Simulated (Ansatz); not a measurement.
Born–Oppenheimer molecular dynamics of Cl$_{2}$H$_{4}$O$_{2}$Si$_{2}$ (10 atoms, charge 0, multiplicity 1). It starts from a relaxed structure.

These are results of RHF/def2-SVP in Ansatz, not measurements.

```
ensemble        : NVT, Nosé–Hoover chain
time step       : 0.25 fs
steps asked     : 250
set temperature : 700 K
thermostat      : time constant 100 fs, chain length 3 (defaults)
seed            : 925442
```

First frame:

```xyz
10
Properties=species:S:1:pos:R:3
Si -0.069 0.021 0.255
O 0.498 0.529 1.686
H -0.009 1.102 2.240
Cl 1.541 -0.520 -0.877
Cl -1.071 1.561 -0.662
O -1.073 -1.223 0.394
Si -1.827 -2.691 0.296
H -2.015 -3.218 1.662
H -3.137 -2.513 -0.359
H -0.992 -3.620 -0.490
```

(1) How far do the bonds stretch over the last three quarters of this one trajectory? (Pairs bonded in most of those frames.)

## Answers

(1) 
```csv
bond,mean (Å),spread (Å),shortest,longest
Si1–O2,1.620,0.039,1.56,1.68
Si1–Cl4,2.038,0.017,2.02,2.06
Si1–Cl5,2.051,0.014,2.02,2.07
Si1–O6,1.604,0.035,1.54,1.67
O2–H3,0.948,0.034,0.90,1.00
O6–Si7,1.676,0.055,1.59,1.77
Si7–H8,1.478,0.011,1.46,1.50
Si7–H9,1.476,0.046,1.41,1.55
Si7–H10,1.490,0.048,1.41,1.55
```

Mean temperature of the second half: 471 K. The conserved energy stayed within 0.11 meV per atom of its start (net change 0.063 meV per atom), so the integration is sound. The mean temperature of the second half is 33 % below the set value. A run of 0.062 ps of so small a system gives no equilibrium averages.

Run time: 3.1 min on 4 threads of Arm Neoverse V2 (shared host), peak memory 0.29 GiB.
